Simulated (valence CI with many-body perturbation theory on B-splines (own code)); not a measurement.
Questions on Si VIII

Level of theory: relativistic CI+MBPT: five valence electrons over a frozen Dirac-Fock core [He], radial functions for each j: 9 s, 9 p, 8 d, 6 f, 3 g, 1 h, with the one-electron correlation potential Σ1, the two-electron term Σ2, the three-electron term Σ3, Breit, model QED; selected CI, second order for the rest, scaled by the run's own slope (own B-spline code, finite nucleus).

No measured levels were compared; by estimate levels hold to about 100 cm⁻¹ or 0.05 % of their energy and the worst to 300 or 400 cm⁻¹, as in measured light ions of charge 2 to 7. Among the levels kept, up to 2100 cm⁻¹ of a level comes from second order outside the variational space, and about a tenth of that is noise between levels of different J, which matters for small intervals.

Rates and lifetimes use the calculated energies. Strong lines usually hold to 10 to 20 %, long lifetimes can be off by a factor of two.

**Question.** What is the ground level?

**Answer.** 2s²2p³ ⁴S°_3/2, composition 99 % 2s²2p³ ⁴S°, g = 2.000.

**Question.** How well does LS coupling describe the low levels?

**Answer.** Among the lowest 20 levels the leading LS term, summed over configurations, holds 100 % on average. For single configurations the figures are 98 % in LS and 69 % in jj coupling. Terms hardly mix: every one of these levels is at least 95 % one term.

**Question.** What is the ionisation energy?

**Answer.** 303.53 eV; NIST lists 303.59 ± 0.05 eV (semi-empirical).

**Question.** Where does the other parity begin?

**Answer.** At 2s2p⁴ ⁴P_5/2, 38.78 eV.

**Question.** What are the static dipole polarisabilities of the lowest levels?

**Answer.** 2s²2p³ ⁴S°_3/2 0.137; 2s²2p³ ²D°_3/2 0.121 (tensor 0.010); 2s²2p³ ²D°_5/2 0.121 (tensor 0.0071); 2s²2p³ ²P°_1/2 0.107 bohr³, of which the core gives 0.000257.
